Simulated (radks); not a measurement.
Effect of the nuclear size on neutral fluorine, [He] 2s2 2p5. Calculated with a radial shooting solver on a logarithmic mesh with Libxc functionals: Dirac Kohn-Sham, PBE, spin-unpolarised, spherical densities, finite nucleus; open shells fill j = l - 1/2 first; Fermi nuclear charge, rms radius 2.8976 fm. The rms radius is varied about that value; shifts are against it.

rms radius (fm)  total energy shift (eV)  density at nucleus (e/bohr^3)  1s1/2 shift (meV)
2.4601                         -0.000200                          465.9             -0.081
2.6542                         -0.000115                          465.6             -0.047
2.8976                                 0                          465.4              0.000
3.1323                          0.000120                          465.2              0.049
3.6046                          0.000391                          464.8              0.158

Slopes of the eigenvalues against <r^2> in GHz/fm^2, as finite differences over the two radii next to the reference (eigenvalue slopes, not the field-shift constants of lines): 1s1/2 8.33.
